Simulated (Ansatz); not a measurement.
Li₁₉⁻ (started as a model of: Li19 octahedron), relaxed as a singlet with RKS r2SCAN/def2-SVPD in Ansatz, starting from a model built from a lattice or polyhedron. Force threshold 0.02 eV/Å.

The restricted singlet is unstable towards broken spin symmetry at other levels; at r2SCAN/def2-SVPD this wasn't settled. At PBE0/def2-TZVPD a triplet of charge -1 lies 0.65 eV below the restricted singlet, each at its own geometry.

Start:

Cartesian coordinates in Å:
```
Li 2.2462 -1.8145 -0.5303
Li 0.8180 -1.9763 2.0456
Li 3.5678 -0.9362 1.9646
Li 2.7573 1.0490 -0.0770
Li 1.3140 0.8742 2.5002
Li -0.5179 -2.8697 -0.4633
Li 0.9527 -2.7157 -3.0233
Li 1.4542 0.1811 -2.5544
Li -1.2711 -0.9126 -2.4902
Li -1.9516 -3.0241 2.1062
Li -1.4777 -0.1657 2.5417
Li -2.7845 -1.0209 0.0619
Li 0.0115 -0.0158 -0.0140
Li 0.5024 2.8503 0.4559
Li -0.8014 1.9755 -2.0359
Li -2.2596 1.8229 0.5410
Li 1.9458 3.0417 -2.0963
Li -0.9409 2.7100 3.0466
Li -3.5651 0.9469 -1.9789
```

Estimate the energy that the relaxation releases and the steps that it takes.

6.8 kcal/mol, in 3 steps; 16 s on 4 threads of Intel Xeon 6975P-C on a shared host. No frequencies were taken in this run, so the end may be a saddle point.

Does the start keep its bonding?

By distances, no bond broke or formed. The bond that changes most is Li6–Li9, from 2.92 to 3.14 Å (atoms count from 1).

Predict the relaxed structure.


```xyz
19

Li    2.394   -1.933   -0.562
Li    0.853   -2.111    2.162
Li    3.721   -0.975    2.041
Li    2.924    1.110   -0.079
Li    1.385    0.936    2.647
Li   -0.539   -3.056   -0.488
Li    0.999   -2.827   -3.148
Li    1.553    0.175   -2.726
Li   -1.382   -0.945   -2.653
Li   -2.050   -3.146    2.197
Li   -1.541   -0.162    2.712
Li   -2.932   -1.107    0.067
Li   -0.002   -0.016   -0.006
Li    0.527    3.035    0.498
Li   -0.846    2.097   -2.153
Li   -2.398    1.935    0.566
Li    2.035    3.178   -2.183
Li   -0.991    2.829    3.169
Li   -3.710    0.982   -2.059
```
Bond lengths (bridged metal pairs left out): 2 × Li–Li 3.07 Å.
